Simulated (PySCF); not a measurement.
Spin-rotation constants: C₄H₅OP₃

Geometry (Å), atoms numbered from 1 in this order:
```xyz
13

C    -2.276   -0.254   -0.056
O    -1.097   -0.832   -0.567
C     0.035   -0.312   -0.043
P     0.420    1.377    0.593
C     2.025    1.458   -0.263
P     2.731    0.027   -0.785
C     1.354   -0.984   -0.059
P     0.736   -0.524    1.683
H    -2.295    0.824   -0.258
H    -2.340   -0.415    1.028
H    -3.107   -0.743   -0.559
H     2.459    2.428   -0.449
H     1.350   -2.050   -0.285
```

Theory: GIAO B3LYP/pcSseg-1 magnetisability, rotational g tensor and spin-rotation constants, non-relativistic, gas phase (PySCF). Geometry: GFN2-xTB.

The bonding changed while the geometry was optimised; results refer to the coordinates, not to the name.

**Question.** Give the nuclear spin-rotation constants along the inertial axes (H = +C I·J) beside the isotropic shieldings.

**Answer.** Rotational constants 2.1719, 1.0508, 1.0244 GHz. A star marks the isotopologue with that one atom substituted, in its own axes.
```tsv
atom	isotope	Caa (kHz)	Cbb (kHz)	Ccc (kHz)	mean (kHz)	σ (ppm)
P4	31P	2.744	1.807	1.675	2.075	337.1
P6	31P	6.933	2.791	2.086	3.937	-104.4
P8	31P	3.325	0.899	2.856	2.360	262.1
H9	1H	-0.188	-0.027	-0.049	-0.088	28.1
H10	1H	-0.183	-0.102	0.016	-0.089	28.4
H11	1H	-0.027	-0.061	-0.086	-0.058	27.8
H12	1H	0.008	0.006	-0.078	-0.021	22.7
H13	1H	-0.224	0.032	-0.100	-0.097	28.3
C1	13C*	0.404	0.225	0.244	0.291	120.3
O2	17O*	-0.274	-0.068	-0.117	-0.153	272.1
C3	13C*	0.618	0.362	0.370	0.450	44.6
C5	13C*	1.350	0.473	0.240	0.688	-24.4
```
For the geometry as given, no vibrational averaging.

**Question.** How do the rotational constants and the g tensor change when H9, H10, H11, H12, H13 are replaced by deuterium?

**Answer.** Constants 2.0534, 0.9687, 0.9383 GHz; g -0.0299, -0.0163, -0.0104, against -0.0314, -0.0164, -0.0126 before.
